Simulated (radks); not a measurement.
Values are calculated unless marked as measured or tabulated.
The nuclear charge of neutral scandium is varied continuously with 21 electrons held in [Ar] 3d1 4s2. Level of theory: scalar-relativistic Kohn-Sham, PBE, spin-polarised, spherical densities, point nucleus; open shells are filled with parallel spins first (a radial shooting solver on a logarithmic mesh with Libxc functionals). By the Hellmann-Feynman theorem dE/dZ = E(electron-nucleus)/Z, the electronic potential at the nucleus. The scalar-relativistic energy here is not variational (the density holds large components alone), so the two differ by a part that grows with Z.

| Z | E (hartree) | E(electron-nucleus)/Z (hartree) | HOMO | e(HOMO) (eV) | <r> HOMO (bohr) |
|---|---|---|---|---|---|
| 20.8 | -746.87469 | -85.3568 | 3d | -1.633 | 2.054 |
| 20.9 | -755.44173 | -85.8949 | 3d | -2.537 | 1.935 |
| 21 | -764.06258 | -86.4317 | 3d | -3.512 | 1.839 |
| 21.1 | -772.73714 | -86.9675 | 3d | -4.552 | 1.759 |
| 21.2 | -781.46533 | -87.5026 | 4s | -5.369 | 3.583 |
| 21.3 | -790.24707 | -88.0370 | 4s | -6.082 | 3.498 |
| 21.4 | -799.08231 | -88.5708 | 4s | -6.822 | 3.418 |
| 21.5 | -807.97099 | -89.1042 | 4s | -7.589 | 3.343 |
| 21.6 | -816.91308 | -89.6371 | 4s | -8.381 | 3.272 |
| 21.7 | -825.90853 | -90.1698 | 4s | -9.198 | 3.205 |
| 21.8 | -834.95732 | -90.7021 | 4s | -10.039 | 3.141 |
| 21.9 | -844.05943 | -91.2342 | 4s | -10.904 | 3.081 |
| 22 | -853.21482 | -91.7661 | 4s | -11.793 | 3.024 |

The central difference of E at Z = 21 is -86.477 hartree, to compare with the third column; the second derivative is -5.37 hartree.
